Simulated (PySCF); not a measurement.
PySCF job for C3H7FSi, SMILES F[C@@H]1[C@H](C1)[SiH3], IEF-PCM-ωB97X/def2-SVP. The structure is a stationary point at B3LYP-D3(BJ)/def2-SVP. The structure was generated by enumeration; whether it is a known compound was not checked.

```python
import numpy as np
from pyscf import gto, scf, dft
from pyscf.solvent import pcm

mol = gto.M(
    atom='''
    F    -1.82447151    1.42422220    0.03981322
    C    -0.84769189    0.60171465    0.52304136
    C    -1.07868108   -0.86524483    0.45237777
    C    -0.05709557   -0.19698776   -0.47353837
    Si    1.78394679   -0.47704750   -0.27902425
    H    -0.35386805    1.04133592    1.39748882
    H    -0.72563391   -1.49658996    1.27385945
    H    -2.01896944   -1.18696548   -0.00318296
    H    -0.41480057   -0.06463568   -1.50135511
    H     2.09667990   -0.55709806    1.17953251
    H     2.19843650   -1.75537940   -0.92777750
    H     2.56395552    0.64310537   -0.88182945
    ''',
    basis='def2-SVP',
    charge=0,
    spin=0,
    max_memory=1600,
    verbose=3,
)
mf = dft.RKS(mol, xc='wb97x').density_fit(auxbasis='def2-universal-jkfit')
mf.grids.level = 3
mf.conv_tol = 1e-9
mf.max_cycle = 100
mf.kernel()
res = {}
for name, eps in {'water': 78.355, 'cyclohexanone': 15.619, 'acetone': 20.493}.items():
    s = mf.PCM()
    s.with_solvent.method, s.with_solvent.eps, s.with_solvent.lebedev_order = 'IEF-PCM', eps, 29
    s.kernel(mf.make_rdm1())
    res[name] = (s.e_tot, eps, s.dip_moment(), s.mo_energy, s.converged)
    print(f'{name}: electrostatic solvation free energy {(s.e_tot - mf.e_tot) * 627.509474:.3f} kcal/mol')
```

Log of the run:

```
converged SCF energy = -507.512794559746

WARN: PCM is an experimental feature. It is still in testing.
Features and APIs may be changed in the future.

converged SCF energy = -507.516495645288
Dipole moment(X, Y, Z, Debye):  0.53041, -1.14140,  0.49363
water: electrostatic solvation free energy -2.322 kcal/mol

WARN: PCM is an experimental feature. It is still in testing.
Features and APIs may be changed in the future.

converged SCF energy = -507.516202927053
Dipole moment(X, Y, Z, Debye):  0.52521, -1.12807,  0.47749
cyclohexanone: electrostatic solvation free energy -2.139 kcal/mol

WARN: PCM is an experimental feature. It is still in testing.
Features and APIs may be changed in the future.

converged SCF energy = -507.51628795769
Dipole moment(X, Y, Z, Debye):  0.52671, -1.13196,  0.48205
acetone: electrostatic solvation free energy -2.192 kcal/mol
```

The run converged.
